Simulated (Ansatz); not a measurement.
One change: `BNC(C)=O` becomes `CC(=O)C=O`.

Ansatz, PBE0-D4/def2-TZVP geometries, multiplicity 1. Each molecule was computed in one conformer, which needn't be the lowest.

```json
{"property": "LUMO energy (B3LYP/def2-TZVPP) / eV", "`BNC(C)=O`": "-1.39"}
{"property": "size of the dipole moment (PBE/def2-TZVPP) / D", "`BNC(C)=O`": "3.71"}
{"property": "HOMO–LUMO gap (B3LYP/def2-TZVPP) / eV", "`BNC(C)=O`": "6.15"}
{"property": "HOMO–LUMO gap (PBE0/def2-TZVPP) / eV", "`BNC(C)=O`": "6.64"}
{"property": "LUMO energy (PBE0/def2-TZVPP) / eV", "`BNC(C)=O`": "-1.15"}
{"property": "HOMO–LUMO gap (PBE/def2-TZVPP) / eV", "`BNC(C)=O`": "3.98"}
```

Question: Give the same properties after the change, and the shifts. (Best estimate.)

Answer: The calculation gave: 
```json
{"property": "LUMO energy (B3LYP/def2-TZVPP) / eV", "`CC(=O)C=O`": "-2.99", "shift": "-1.60"}
{"property": "size of the dipole moment (PBE/def2-TZVPP) / D", "`CC(=O)C=O`": "1.08", "shift": "-2.63"}
{"property": "HOMO–LUMO gap (B3LYP/def2-TZVPP) / eV", "`CC(=O)C=O`": "4.30", "shift": "-1.85"}
{"property": "HOMO–LUMO gap (PBE0/def2-TZVPP) / eV", "`CC(=O)C=O`": "4.77", "shift": "-1.87"}
{"property": "LUMO energy (PBE0/def2-TZVPP) / eV", "`CC(=O)C=O`": "-2.73", "shift": "-1.58"}
{"property": "HOMO–LUMO gap (PBE/def2-TZVPP) / eV", "`CC(=O)C=O`": "2.07", "shift": "-1.91"}
```

With PBE0 the HOMO rises by 0.31 eV and the LUMO falls by 1.58 eV, so the gap narrows by about 1.89 eV. PBE moves the HOMO by 0.28 eV and ωB97M-V by 0.37 eV. Dipoles are sizes alone; their direction can turn.

B3LYP here is the variant with VWN-RPA as its local correlation; programs differ in this.
